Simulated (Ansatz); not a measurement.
```xyz
12

B    -0.799    1.231   -0.291
C    -0.305    0.080    0.609
Si   -0.116   -1.056   -0.919
B     1.095    0.268    1.197
Cl    1.451   -0.209    2.847
H    -1.960    1.511   -0.343
H    -0.015    1.827   -0.975
H    -1.050   -0.370    1.267
H    -0.937   -0.498   -2.035
H    -0.651   -2.391   -0.563
H     1.292   -1.140   -1.369
H     1.993    0.748    0.575
```

Charge 0, multiplicity 1.

**Question.** List the r2SCAN/def2-TZVPP orbital energies in eV (Ansatz 0.2.0). (Best estimate.)

**Answer.** Ansatz gave: Occupied: -2753.42, -1791.77, -272.96, -254.83, -193.35, -193.26, -193.19, -181.66, -180.73, -142.22, -97.10, -97.06, -97.05, -21.79, -19.12, -14.00, -13.14, -12.79, -11.10, -9.98, -9.58, -9.21, -9.19, -8.73, -8.42, -8.09, -7.45. Lowest empty: -1.94, -1.75, 0.06, 0.50, 0.58, 1.33, 1.77, 2.19.
